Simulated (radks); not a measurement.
Ionisation of the potassium ion K2+, [Ne] 3s2 3p5, to [Ne] 3s2 3p4 as the strength of local exchange is varied. All-electron calculation, scalar-relativistic Kohn-Sham, Slater X-alpha exchange (alpha = 2/3 is LDA exchange), no correlation, spin-unpolarised, spherical densities, finite nucleus; Fermi nuclear charge, rms radius 3.4349 fm. Program: a radial shooting solver on a logarithmic mesh with Libxc functionals.

| alpha | E(K2+) (hartree) | exchange (hartree) | IE (eV) | -e of the level emptied (eV) | <r> of it (bohr) |
|---|---|---|---|---|---|
| 0.582 | -594.04065 | -25.80416 | 43.593 | 36.026 (3p) | 1.379 |
| 0.625 | -595.95027 | -27.78245 | 44.476 | 36.867 (3p) | 1.370 |
| 0.628 | -596.08368 | -27.92083 | 44.538 | 36.926 (3p) | 1.369 |
| 0.667 | -597.82025 | -29.72424 | 45.348 | 37.698 (3p) | 1.361 |
| 0.788 | -603.23391 | -35.37104 | 47.906 | 40.141 (3p) | 1.335 |
| 0.806 | -604.04259 | -36.21772 | 48.292 | 40.511 (3p) | 1.332 |
| 0.952 | -610.63385 | -43.14902 | 51.484 | 43.570 (3p) | 1.303 |

NIST Atomic Spectra Database: 45.803 eV (semi-empirical). The Delta-SCF value meets it near alpha = 0.69. Spin polarisation and multiplet splitting are left out, so open shells lie too high by an amount that depends on their filling.

Beside tabulated values, note that spin-unpolarised runs miss the spin-polarisation part of the exchange energy of open shells.
